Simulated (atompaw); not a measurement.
An all-electron radial function and its pseudo partner (Ar)

Columns: radius, all-electron u(r) and pseudo u(r) of the 2s shell (level -303.64 eV) of argon in the configuration [He] 2s2 2p6 3s2 3p5.5; PBE, scalar-relativistic, PAW (atompaw) scheme, atompaw 4.2.0.5.

```json
{"r (bohr)": "0.023", "all-electron": "-0.6340", "pseudo": "0.2082"}
{"r (bohr)": "0.046", "all-electron": "-0.7691", "pseudo": "0.4129"}
{"r (bohr)": "0.069", "all-electron": "-0.6301", "pseudo": "0.6107"}
{"r (bohr)": "0.092", "all-electron": "-0.3535", "pseudo": "0.7985"}
{"r (bohr)": "0.115", "all-electron": "-0.0230", "pseudo": "0.9734"}
{"r (bohr)": "0.138", "all-electron": "0.3116", "pseudo": "1.1329"}
{"r (bohr)": "0.162", "all-electron": "0.6343", "pseudo": "1.2806"}
{"r (bohr)": "0.185", "all-electron": "0.9035", "pseudo": "1.4023"}
{"r (bohr)": "0.208", "all-electron": "1.1271", "pseudo": "1.5037"}
{"r (bohr)": "0.231", "all-electron": "1.3047", "pseudo": "1.5840"}
{"r (bohr)": "0.254", "all-electron": "1.4385", "pseudo": "1.6433"}
{"r (bohr)": "0.277", "all-electron": "1.5326", "pseudo": "1.6819"}
{"r (bohr)": "0.300", "all-electron": "1.5917", "pseudo": "1.7007"}
{"r (bohr)": "0.323", "all-electron": "1.6210", "pseudo": "1.7012"}
{"r (bohr)": "0.346", "all-electron": "1.6251", "pseudo": "1.6848"}
{"r (bohr)": "0.369", "all-electron": "1.6087", "pseudo": "1.6537"}
{"r (bohr)": "0.392", "all-electron": "1.5758", "pseudo": "1.6099"}
{"r (bohr)": "0.415", "all-electron": "1.5301", "pseudo": "1.5557"}
{"r (bohr)": "0.438", "all-electron": "1.4745", "pseudo": "1.4934"}
{"r (bohr)": "0.462", "all-electron": "1.4090", "pseudo": "1.4220"}
{"r (bohr)": "0.485", "all-electron": "1.3413", "pseudo": "1.3498"}
{"r (bohr)": "0.508", "all-electron": "1.2707", "pseudo": "1.2755"}
{"r (bohr)": "0.531", "all-electron": "1.1986", "pseudo": "1.2009"}
{"r (bohr)": "0.554", "all-electron": "1.1264", "pseudo": "1.1271"}
{"r (bohr)": "0.577", "all-electron": "1.0548", "pseudo": "1.0549"}
{"r (bohr)": "0.600", "all-electron": "0.9849", "pseudo": "0.9849"}
```

Q: How many radial nodes do the two functions have?

A: The all-electron 2s function has n − l − 1 = 1; the pseudo-wave has 0, since the states of the same l below it are removed with the core.

Q: Where does each function peak?

A: Outermost all-electron maximum near 0.35 bohr, pseudo maximum near 0.32 bohr (to the table’s step).

Q: Is the pseudo-wave norm-conserving?

A: No, it belongs to a PAW set: the norm inside the radius is not constrained, and the difference is carried by the augmentation charge.
